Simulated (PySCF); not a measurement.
## Finite-field polarisability of Te (tellurium, neutral)

[Kr] 4d10 5s2 5p4, high-spin 3P determinant. All numbers are calculated (PySCF 2.14, scalar relativity through the core potential, in aug-cc-pVTZ-PP with one added diffuse shell each of d, f type with ECP28MDF (6s5p5d3f, 67 functions)). Frozen: 4s2 4p6 4d10. Energy changes in a uniform field (μhartree):

```tsv
axis	F (au)	HF	MP2	CCSD	CCSD(T)
x	0.0024	-103.613	-105.511	-105.286	-105.762
x	0.0048	-414.692	-422.315	-421.413	-423.327
y	0.0022	-102.742	-105.412	-104.846	-105.640
y	0.0044	-411.401	-422.136	-419.856	-423.050
```

By symmetry the remaining axis equals x.

Question: Derive α along x at CCSD(T) from the two fields.

Answer: With ΔE = −αF²/2 − γF⁴/24, α = −(16 ΔE(F) − ΔE(2F))/(6F²) = 36.71 bohr³.

Question: And the mean polarisability at each level?

Answer: The components xx, yy, zz at CCSD(T) are 36.71, 43.64, 36.71, the third axis being equal by symmetry to one of the two computed. Means: HF 38.13, MP2 38.93, CCSD 38.80, CCSD(T) 39.02 bohr³. Reference: 38 ± 4 bohr³ (recommended; Schwerdtfeger and Nagle, table of static dipole polarizabilities (2023 update)).
